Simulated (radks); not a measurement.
Task: Sc2+, configuration [Ar] 3d1. Method: non-relativistic Kohn-Sham, LDA (Slater exchange, Perdew-Wang correlation), spin-unpolarised, spherical densities, point nucleus; computed with a radial shooting solver on a logarithmic mesh with Libxc functionals. Some entries of the table are withheld. Estimate them.

orbital,occ.,eigenvalue (hartree),r(max) (bohr)
1s,2,-160.7629,0.04846
2s,2,(1),(2)
2p,6,-14.80994,0.2331
3s,2,-2.55438,0.9323
3p,6,-1.79752,0.9681
3d,1,-0.67055,1.068

Result: 
(1) 2s eigenvalue (hartree): -17.77554
(2) 2s r(max) (bohr): 0.2866
